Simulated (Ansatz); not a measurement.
The cluster TeAu₂, relaxed as a singlet with RKS PBE0-D4/def2-TZVP in Ansatz, starting from the GFN2-xTB geometry. Force threshold 0.02 eV/Å.

In the def2 sets Au, Te take a core potential; there is no spin–orbit coupling. The structure comes from a short search, and lower isomers may exist.

Start:

```xyz
3

Au   -0.842   -1.581   -0.804
Au    1.670    1.011    0.208
Te   -0.828    0.570    0.596
```

```csv
step,energy (eV),largest force component (eV/Å),SCF passes
1,-14682.4780,0.556,18
2,-14682.5099,0.357,26
3,-14682.5197,0.032,28
4,-14682.5199,0.014,30
5,-14682.5203,0.002,28
```

Force components are those of the run's own axes.

End:

```xyz
3

Au   -0.726   -1.491   -0.776
Au    1.588    0.897    0.156
Te   -0.863    0.594    0.621
```

By distances, no bond broke or formed. The bond that changes most is Au1–Te3, from 2.57 to 2.51 Å (atoms count from 1).

The force fell under the threshold at step 4, but the optimiser went on. No frequencies were taken in this run, so the end may be a saddle point.

Hardware: 4 threads of Arm Neoverse N1 on a shared host. Wall time 18 s.
